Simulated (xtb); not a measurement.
Job for xtb: GFN1-xTB on BrHN2 (a complex), monomers drawn apart or pushed together.

```
$ xtb mol.xyz --gfn 1 --sp --chrg 0 --uhf 0
4

N      0.10233743    -0.33449021     0.15443636
N      0.10422743    -0.33848157    -0.93595964
Br     0.08799887    -0.29406723     4.97283530
H      0.09356222    -0.31101324     3.54723323
```

Predict the final total energy.

-10.7516 hartree.
